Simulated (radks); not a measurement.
Results of a calculation; reference values are marked as such.
The mean radii <r> (bohr) of the occupied orbitals of an atom or ion are listed with their occupations. Code: a radial shooting solver on a logarithmic mesh with Libxc functionals. Model: Dirac Kohn-Sham, BLYP, spin-unpolarised, spherical densities, point nucleus.

orbital  occ.      <r>
1s1/2       2  0.02190
2s1/2       2  0.09274
2p1/2       2  0.07745
2p3/2       4  0.08429
3s1/2       2   0.2440
3p1/2       2   0.2336
3p3/2       4   0.2467
3d3/2       4   0.2187
3d5/2       6   0.2228
4s1/2       2   0.5528
4p1/2       2   0.5648
4p3/2       4   0.5944
4d3/2       4   0.6303
4d5/2       6   0.6407
5s1/2       2    1.333
5p1/2       2    1.496
5p3/2       4    1.592
4f5/2       6   0.8612
4f7/2       1   0.8741
6s1/2       1    3.659
5d3/2       1    2.547

Name the element and its charge. Open shells, if any, fill j = l - 1/2 first.

Answer. Z = 64, gadolinium, charge +1: Gd+ in [Xe] 4f7 5d1 6s1. The 1s radius gives Z: for a bare nucleus <r> = (2 gamma + 1)/(2Z) with gamma = sqrt(1 - (Z/c)^2), 0.02163 bohr for Z = 64, and screening makes it slightly larger (0.02190 here). The occupations add up to 63, and the charge is Z minus that.
